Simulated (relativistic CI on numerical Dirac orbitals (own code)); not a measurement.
What each ingredient does to the levels of Zr²²⁺

Base calculation: Dirac-Coulomb-Breit CI, orbitals from a KLI potential per configuration, model QED (radiative potential, 1s self-energy scaled to tabulated hydrogen-like ionisation energies), unscaled Slater integrals.

Configurations in the expansion (outside the closed core [Ne]): 3s²3p⁶, 3s²3p⁵3d, 3s3p⁶3d, 3s²3p⁵4s, 3s²3p⁵4p, 3s²3p⁵4d, 3s3p⁶4s, 3p⁶3d4p, 3s²3p⁵4f, 3s3p⁶4p, 3s3p⁶4d, 3s3p⁶4f, 3s²3p⁵5s, 3s²3p⁵5p, 3s²3p⁵5d, 3s²3p⁵5f, 3s²3p⁵5g, 3s3p⁶5s, 3s3p⁶5p, 3s²3p⁵6s, 3s3p⁶5d, 3s²3p⁵6p, 3p⁶3d², 3p⁵3d³, 3p⁵3d²4s, 3p⁵3d²4p, 3p⁵3d²4d, 3p⁶3d4s, 3p⁵3d4s², 3p⁵3d4s4p, 3p⁵3d4s4d. Double excitations out of closed p, d and f shells are left out; levels of such configurations are missing from the list, as are those of other unlisted configurations, and high levels can miss mixing partners. These lack a partner that the ground configuration has and come out too high: 3s²3p⁵4f, 3s²3p⁵5s, 3s²3p⁵5p, 3s²3p⁵5d, 3s²3p⁵5f.

Variants: (1) P86 correlation estimate; (2) QED terms removed; (3) Breit term removed. Shifts of the energy above 3s²3p⁶ ¹S0, in eV, for the lowest level and the first level of each name with at least 55 % of one term (blank where a level changes its place among those of its configuration and J or its character, or is not in the variant):

| Level | Base | Δ(1) | Δ(2) | Δ(3) |
| --- | --- | --- | --- | --- |
| 3s²3p⁶ ¹S0 | 0.000 | 0.000 | 0.000 | 0.000 |
| 3s²3p⁵3d ³P°0 | 102.949 | +0.249 | +0.041 | +0.201 |
| 3s²3p⁵3d ³P°1 | 105.196 | +0.249 | +0.038 | +0.303 |
| 3s²3p⁵3d ³P°2 | 109.729 | +0.249 | +0.032 | +0.392 |
| 3s²3p⁵3d ³F°3 | 110.056 | +0.249 | +0.040 | +0.328 |
| 3s²3p⁵3d ³F°4 | 110.698 | +0.249 | +0.030 | +0.508 |
| 3s²3p⁵3d ³D°3 | 118.710 | +0.249 | +0.030 | +0.446 |
| 3s²3p⁵3d ³D°1 | 124.544 | +0.249 | +0.022 | +0.432 |
| 3s²3p⁵3d ¹P°1 | 157.285 | +0.249 | +0.016 | +0.511 |
| 3s3p⁶3d ³D1 | 214.423 | +0.438 | +0.435 | +0.217 |
| 3s3p⁶3d ³D2 | 215.558 | +0.438 | +0.432 | +0.291 |
| 3s3p⁶3d ³D3 | 218.009 | +0.438 | +0.423 | +0.438 |
| 3s3p⁶3d ¹D2 | 226.941 | +0.438 | +0.429 | +0.370 |
| 3p⁶3d² ³F2 | 436.132 | +0.821 | +0.867 | +0.495 |
| 3p⁶3d² ³F3 | 438.824 | +0.821 | +0.858 | +0.665 |
| 3p⁶3d² ³F4 | 441.361 | +0.821 | +0.851 | +0.836 |
| 3p⁶3d² ³P0 | 444.284 | +0.821 | +0.864 | +0.476 |
| 3p⁶3d² ¹D2 | 444.576 | +0.820 | +0.859 | +0.627 |
| 3p⁶3d² ³P1 | 445.697 | +0.821 | +0.858 | +0.565 |
| 3p⁶3d² ³P2 | 448.736 | +0.820 | +0.847 | +0.795 |
| 3p⁶3d² ¹G4 | 448.753 | +0.821 | +0.854 | +0.783 |
| 3p⁶3d² ¹S0 | 462.874 | +0.820 | +0.851 | +0.595 |

At this charge energies of transitions that change n are usually good to better than 1 %, and those within a shell (Δn = 0) to a few per cent.

Ionisation energy from the two ground configurations alone: base 1091.19 eV; P86 correlation estimate 1093.06 eV; Breit term removed 1091.77 eV. The NIST ASD value (semi-empirical) is 1092 eV.

LS names give the leading component of a level, which can be under half, so a name can repeat, a term be missing and a line seem to break the LS rules.
